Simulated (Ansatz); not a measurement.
The cluster PtCl2. The state is a singlet with charge 0. Geometry PBE-D4/def2-TZVP.

```xyz
3

Pt    0.5758   -0.1196   -0.3359
Cl    0.5729    1.4584    1.1457
Cl   -1.1487   -1.3389   -0.8098
```

In the def2 sets Pt takes a core potential; there is no spin–orbit coupling. At PBE-D4/def2-TZVP, r2SCAN-D4/def2-TZVP, PBE0-D4/def2-TZVP the restricted singlet is unstable: a solution with broken spin symmetry lies lower. The restricted singlet is unstable towards broken spin symmetry at other levels; at B97M-V/def2-TZVP, PBE0-D4/def2-SVP this wasn't settled. The geometry of the singlet was relaxed on an unsound state (restricted singlet, unstable towards broken spin symmetry). At PBE0-D4/def2-TZVP a triplet of charge 0 lies 0.63 eV below the restricted singlet, each at its own geometry. The structure comes from a short search, and lower isomers may exist.

(1) Estimate the orbital energies around the gap (eV) in Ansatz with PBE-D4/def2-TZVP, r2SCAN-D4/def2-TZVP, B97M-V/def2-TZVP, PBE0-D4/def2-SVP, PBE0-D4/def2-TZVP.

Answers

(1) 
```tsv
orbital	PBE-D4/def2-TZVP	r2SCAN-D4/def2-TZVP	B97M-V/def2-TZVP	PBE0-D4/def2-SVP	PBE0-D4/def2-TZVP
HOMO−13	-57.87	-59.71	-60.58	-61.67	-61.74
HOMO−12	-56.68	-58.56	-59.50	-60.54	-60.65
HOMO−11	-21.12	-22.01	-22.37	-23.54	-23.55
HOMO−10	-20.86	-21.75	-22.13	-23.24	-23.27
HOMO−9	-11.59	-11.98	-11.93	-13.04	-13.04
HOMO−8	-11.16	-11.50	-11.38	-12.37	-12.38
HOMO−7	-9.73	-10.11	-10.10	-11.28	-11.31
HOMO−6	-9.62	-10.04	-10.04	-11.13	-11.15
HOMO−5	-8.96	-9.34	-9.35	-10.45	-10.50
HOMO−4	-8.80	-9.13	-9.14	-10.05	-10.09
HOMO−3	-6.99	-7.34	-7.45	-8.47	-8.53
HOMO−2	-6.88	-7.26	-7.31	-8.47	-8.53
HOMO−1	-6.70	-7.07	-6.93	-8.11	-8.13
HOMO	-6.38	-6.67	-6.72	-7.78	-7.84
LUMO	-6.11	-6.12	-5.99	-5.19	-5.25
LUMO+1	-2.89	-2.69	-2.79	-1.91	-2.10
LUMO+2	-0.21	0.11	-0.18	0.57	0.41
LUMO+3	0.85	1.41	1.06	1.66	1.62
LUMO+4	1.38	2.06	1.54	1.92	2.10
LUMO+5	2.41	2.93	2.87	3.50	3.33
```
